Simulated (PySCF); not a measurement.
Compound: pentamethylene sulfone, C5H10O2S.
Cartesian coordinates in Å at the GFN2-xTB level; atoms count from 1:
```xyz
18
C5H10O2S angstrom
O     -2.7634    0.8102    0.4942
S     -1.5353    0.5478   -0.2075
O     -1.5023    0.8230   -1.6180
C     -0.1792    1.4494    0.5996
C      1.1159    1.0022   -0.0467
C      1.3756   -0.4877    0.1710
C      0.3364   -1.3645   -0.5259
C     -1.0456   -1.1808    0.0668
H     -0.2361    1.2074    1.6574
H     -0.3704    2.5091    0.4539
H      1.0455    1.2044   -1.1172
H      1.9502    1.5825    0.3557
H      2.3641   -0.7339   -0.2215
H      1.3818   -0.7067    1.2419
H      0.2874   -1.0963   -1.5831
H      0.6339   -2.4138   -0.4537
H     -1.7908   -1.8045   -0.4194
H     -1.0763   -1.3414    1.1409
```

The closed-shell SCF was solved with PySCF and density fitting under several settings on one GFN2-xTB geometry (grid level 2 and gas phase unless stated).

| settings | basis functions | SCF cycles | E (Eh) | HOMO (eV) | LUMO (eV) | dipole (D) |
| --- | --- | --- | --- | --- | --- | --- |
| PBE0/pcSseg-1 | 193 | 14 | -744.5508 | -7.95 | 0.87 | 5.08 |
| wB97X-D/pcSseg-1, fitting basis def2-universal-jkfit | 193 | 11 | -744.9650 | -9.82 | 2.68 | 5.20 |
| LC-wPBE/STO-3G, level shift 0.1 Eh | 54 | 11 | -735.6901 | -5.63 | 7.71 | 3.67 |

Estimate the row for these settings: PBE0/MINI, grid level 3, start guess vsap.

```json
{"settings": "PBE0/MINI, grid level 3, start guess vsap", "basis functions": "54", "SCF cycles": "11", "E (Eh)": "-739.6563", "HOMO (eV)": "-7.72", "LUMO (eV)": "0.34", "dipole (D)": "3.76"}
```

Over all rows, what range does the HOMO–LUMO gap span?

From 8.06 eV (PBE0/MINI, grid level 3, start guess vsap) to 13.34 eV (LC-wPBE/STO-3G, level shift 0.1 Eh). The functional of the narrowest has 25 % exact exchange, that of the widest range-separated exact exchange.

Compare two rows with the functional PBE0: PBE0/pcSseg-1 and PBE0/MINI, grid level 3, start guess vsap. Which energy is lower, and by how much?

PBE0/pcSseg-1 (193 functions) lies 4.8945 Eh or 3071 kcal/mol below PBE0/MINI, grid level 3, start guess vsap (54 functions).

wB97X-D ran without the empirical dispersion term, which would shift the total energy alone. Cycle counts include a coarse-grid stage where the run had one.

One conformer stands for the species.
